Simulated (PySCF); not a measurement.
**Vertical excitation energies**

Compound: C5H4ClO (charge +1).
Cartesian coordinates in Å at the PBE0-D3(BJ)/def2-SVP level; atoms count from 1:
```xyz
11
C5H4ClO angstrom
Cl    -1.8044    1.8681    1.1674
C     -0.7399    0.7601    0.4893
C     -1.1790   -0.5314    0.1393
C     -0.2685   -1.3924   -0.4126
O      0.9875   -1.0353   -0.6171
C      1.4286    0.1685   -0.2979
C      0.6049    1.1095    0.2601
H     -2.2110   -0.8484    0.2991
H     -0.4757   -2.4175   -0.7273
H      2.4869    0.3090   -0.5279
H      0.9911    2.0979    0.5154
```

Theory: TDDFT CAM-B3LYP/def2-SVPD, vertical, gas phase, core orbitals frozen in the response (PySCF 2.14.0, density-fitted response routines).

Problem. What does the calculation give for the low-lying excited states?

Solution. 

```json
{"state": "S1", "E (eV)": "5.23", "λ (nm)": "236.9", "ν̃ (cm⁻¹)": "42210", "f": "0.0000", "symmetry": "–", "main configurations (H = HOMO, L = LUMO)": "H-2→L (97%)"}
{"state": "S2", "E (eV)": "5.35", "λ (nm)": "231.5", "ν̃ (cm⁻¹)": "43190", "f": "0.119", "symmetry": "B1 or B2", "main configurations (H = HOMO, L = LUMO)": "H-1→L (90%)"}
{"state": "S3", "E (eV)": "5.38", "λ (nm)": "230.4", "ν̃ (cm⁻¹)": "43410", "f": "0.232", "symmetry": "A1", "main configurations (H = HOMO, L = LUMO)": "H→L (94%)"}
{"state": "S4", "E (eV)": "6.58", "λ (nm)": "188.5", "ν̃ (cm⁻¹)": "53060", "f": "0.0028", "symmetry": "B1 or B2", "main configurations (H = HOMO, L = LUMO)": "H-3→L (98%)"}
{"state": "S5", "E (eV)": "6.73", "λ (nm)": "184.1", "ν̃ (cm⁻¹)": "54320", "f": "0.098", "symmetry": "B1 or B2", "main configurations (H = HOMO, L = LUMO)": "H→L+1 (92%)"}
{"state": "S6", "E (eV)": "7.24", "λ (nm)": "171.2", "ν̃ (cm⁻¹)": "58420", "f": "0.325", "symmetry": "A1", "main configurations (H = HOMO, L = LUMO)": "H-1→L+1 (79%), H-4→L (14%)"}
```

The lowest singlet lies at 5.23 eV (237 nm, ultraviolet) and is dark (f under 0.0005); its leading configuration is HOMO-2→LUMO (97%). The strongest level in the table is S6 at 7.24 eV (171 nm, f = 0.325). It is the last of those listed, so stronger ones may follow. Löwdin shares by element: HOMO chlorine 50%, carbon 34% or more (atoms not listed hold the other 16%); LUMO carbon 56% or more, oxygen 16% (atoms not listed hold the other 28%). The listed states span 2.01 eV, and the widest gap between neighbours is 1.20 eV (S3 to S4). Orbital energies (eV): HOMO-3 -17.64, HOMO-2 -15.69, HOMO-1 -15.39, HOMO -15.06, LUMO -6.96, LUMO+1 -5.37, LUMO+2 -3.16. The oscillator strengths of these states sum to 0.776; summed over the whole spectrum of an exact calculation they would give the number of electrons, 58 (Thomas–Reiche–Kuhn). Symmetry labels in C2v follow from the direction of the transition dipole and are given only for states with f of 0.002 or more; B1 and B2 swap with the choice of axes. Singlets were solved by full linear response.

Hardware: one thread of an AMD EPYC 7B13, shared host. Cost: 21 s of wall time, 0.80 GiB resident at most.
